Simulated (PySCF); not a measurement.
C₈H₅FOS, SMILES Fc1ccsc1-c1ccco1. Atoms are numbered in the order given.

```xyz
16

F      0.8964     1.8540     1.2255
C      1.2800     0.7729     0.5477
C      2.6538     0.4384     0.3889
C      2.8132    -0.7097    -0.3413
S      1.2968    -1.3844    -0.8355
C      0.3975    -0.1061    -0.0521
C     -1.0447    -0.0756    -0.0917
C     -1.9804    -0.9045    -0.6706
C     -3.2606    -0.3463    -0.3593
C     -3.0145     0.7756     0.3820
O     -1.6786     0.9465     0.5485
H      3.4647     1.0357     0.8050
H      3.7414    -1.2043    -0.6211
H     -1.7735    -1.8026    -1.2480
H     -4.2352    -0.7311    -0.6504
H     -3.6519     1.5243     0.8437
```

Geometry optimised at B3LYP-D3(BJ)/def2-SVP. The structure was generated by enumeration, and PubChem lists no compound with its InChIKey, so it may never have been made. The values are those of a single conformer.

Level of theory: B3LYP-D3(BJ)/def2-SVP (PySCF).

Frequencies are harmonic and unscaled.

Computed normal modes with their intensities:
```tsv
mode	ν (cm⁻¹)	IR (km/mol)	moving atoms (share of kinetic energy)
1	24	0.1	C 41 %, O 27 %, H 13 %, F 11 %
2	109	2.6	C 74 %, H 13 %
3	125	0.7	C 41 %, F 28 %, S 15 %, H 8 %
4	226	0.3	C 43 %, F 23 %, S 20 %, O 9 %
5	304	0.7	C 43 %, F 33 %, S 12 %
6	343	0.4	C 76 %, F 9 %
7	345	0.6	C 43 %, O 26 %, S 14 %, F 12 %
8	486	0.7	S 39 %, C 36 %, F 16 %
9	492	0.3	C 76 %, H 13 %, S 8 %
10	583	3.5	F 39 %, C 37 %, S 16 %
11	609	7.7	C 60 %, H 30 %, O 10 %
12	632	14.2	C 67 %, H 29 %
13	688	11.4	C 48 %, H 41 %, O 11 %
14	692	9.3	C 60 %, S 28 %
15	729	32.3	C 55 %, H 42 %
16	746	37.9	H 74 %, C 22 %
17	821	15.4	H 68 %, C 32 %
18	835	16.1	C 70 %, H 14 %, S 13 %
19	888	2.9	H 75 %, C 25 %
20	897	0.1	H 72 %, C 28 %
21	905	3.1	C 83 %, H 9 %, O 8 %
22	915	10.5	C 50 %, O 32 %, H 16 %
23	1004	69.4	C 50 %, H 30 %, O 11 %
24	1026	3.2	H 48 %, C 39 %
25	1041	6.4	H 54 %, C 39 %
26	1085	6.4	H 78 %, C 19 %
27	1126	2.7	C 52 %, H 31 %, O 17 %
28	1191	1.9	H 44 %, O 29 %, C 27 %
29	1243	7.3	H 53 %, C 42 %
30	1253	1.8	C 46 %, H 44 %, O 9 %
31	1325	12.5	C 86 %, H 10 %
32	1422	11.0	C 70 %, H 26 %
33	1456	31.2	C 85 %, H 10 %
34	1483	21.4	C 93 %
35	1539	1.3	C 88 %, H 11 %
36	1593	52.2	C 89 %, H 10 %
37	1662	48.1	C 96 %
38	3227	1.2	H 92 %, C 8 %
39	3249	5.4	H 92 %, C 8 %
40	3258	4.4	H 91 %, C 9 %
41	3259	0.1	H 91 %, C 9 %
42	3284	0.2	H 90 %, C 10 %
```
